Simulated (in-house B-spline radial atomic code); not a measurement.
# PBE excitations of neutral strontium

Method: PBE. Computed with an all-electron radial atomic-structure program (B-spline basis): linear response of the closed shell [Kr] 5s2 with the functional's adiabatic kernel; scalar-relativistic (spin-free one-electron X2C), finite nucleus, no spin-orbit coupling, no double excitations, S, P, D and F terms only; shells from n = 3 respond.

Command:
```bash
python run_td.py task.json out
```
Settings (radii: box in bohr, nucleus in fm):
```
Z                        38
electrons                38
configuration            [Kr] 5s2
hamiltonian              x2c
method                   pbe,pbe
box_radius               75
rms_radius               4.224
intervals                77
```

Time taken, with all properties: 2.1 s on 1 thread of Arm Neoverse N1, with other jobs on the host.

The lowest states, in the order of their Tamm-Dancoff energies; the method's threshold (minus the highest occupied level) is 3.525 eV. Labels give the largest channel, * marks a mixed state, and oscillator strengths are full-response dipole values. Measured ¹D terms are left out, since they can mix with doubly excited terms. Semilocal kernels can invert the small singlet-triplet splittings of Rydberg terms. Energies in eV:

| state | full response | Tamm-Dancoff | oscillator strength | measured (J-weighted term) |
| --- | --- | --- | --- | --- |
| 5s → 4d 3D | 1.529 | 1.661 | - | 2.263 |
| 5s → 5p 3P | ? | ? | - | ? |
| 5s → 4d 1D | 2.296 | 2.304 | - | - |
| 5s → 5p 1P | 2.766 | 2.895 | 1.87 | 2.690 |
| 5s → 6s 3S | ? | ? | - | ? |

Where does 5s → 6s 3S lie?

At 3.309 eV in full response, 3.312 eV in Tamm-Dancoff; measured 3.600 eV.

Where does 5s → 5p 3P lie?

At 1.542 eV in full response, 1.666 eV in Tamm-Dancoff; measured 1.823 eV.

How large is the singlet-triplet splitting of 5s → 4d (D terms) in Tamm-Dancoff?

0.643 eV, from the unrounded values.

What polarisabilities and dispersion coefficient does the method give?

Dipole 195.7 bohr³, quadrupole 5095 bohr⁵, C6 3146 hartree·bohr⁶ for two such species. Recommended dipole value: 197.2 ± 0.2 bohr³ (Schwerdtfeger and Nagle, table of static dipole polarizabilities (2023 update)), which includes relativity and correlation.
